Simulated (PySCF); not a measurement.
Species: C3H7Cl2O2V (singlet state).
Cartesian coordinates in Å at the PBE0-D3(BJ)/def2-SVP level; atoms count from 1:
```xyz
15
C3H7Cl2O2V angstrom
C     -0.7547   -1.4668    0.2597
C     -0.6171   -0.2573   -0.6440
C     -1.3531    0.9714   -0.1457
O      0.7643    0.0534   -0.8100
V      2.0523    0.5344    0.1908
O      1.5210    0.6229    1.6318
Cl     3.6111   -0.9479    0.1505
Cl     2.7338    2.4875   -0.4055
H     -0.1570   -2.3058   -0.1248
H     -0.4107   -1.2265    1.2771
H     -1.8064   -1.7831    0.3129
H     -0.9640   -0.5111   -1.6607
H     -1.1754    1.8267   -0.8134
H     -2.4345    0.7760   -0.1091
H     -1.0127    1.2385    0.8663
```

Computed with PySCF, TDDFT PBE0/def2-SVPD, vertical, gas phase, core orbitals frozen in the response.

Transition dipole moments from the ground state, in atomic units and in the frame of the coordinates above (overall signs are arbitrary), for the states with f of 0.002 or more among the lowest 9:

```tsv
state	E (eV)	μx	μy	μz
S3	4.125	-0.066	0.222	-0.061
S5	4.333	0.132	-0.532	0.086
S6	4.412	-0.345	-0.088	-0.063
S7	4.747	0.547	0.171	0.075
S8	4.754	-0.092	0.119	-0.031
S9	4.984	0.046	-0.224	0.035
```

(1) Work out the oscillator strengths.

(2) Which bond between heavy atoms lies closest to the direction of the S7 transition dipole?

(3) What angle do the transition dipoles of S5 and S6 make?

(4) What peak molar absorption coefficient would the strongest computed level give as a lone Gaussian band 0.4 eV wide at half height?

Results:

(1) f = (2/3) ΔE |μ|² with ΔE in hartree (27.2114 eV).

```json
{"state": "S3", "|μ|² (au)": "0.057", "|μ| (D)": "0.61", "f": "0.006"}
{"state": "S5", "|μ|² (au)": "0.308", "|μ| (D)": "1.41", "f": "0.033"}
{"state": "S6", "|μ|² (au)": "0.130", "|μ| (D)": "0.92", "f": "0.014"}
{"state": "S7", "|μ|² (au)": "0.334", "|μ| (D)": "1.47", "f": "0.039"}
{"state": "S8", "|μ|² (au)": "0.023", "|μ| (D)": "0.39", "f": "0.003"}
{"state": "S9", "|μ|² (au)": "0.054", "|μ| (D)": "0.59", "f": "0.007"}
```

(2) C2–O4, at 15° from it; next O4–V5 at 29°.

(3) |cos θ| = |μa·μb| / (|μa| |μb|) = 0.02, so θ ≈ 89° (taken between 0 and 90°, since the signs are arbitrary).

(4) ε(max) = 2.175×10⁸ f / FWHM, with the width in cm⁻¹. S7: 2.175×10⁸ × 0.0389 / 3226 ≈ 2600 L mol⁻¹ cm⁻¹.

All these states lie below the vertical ionisation energy of 10.78 eV (ΔSCF).
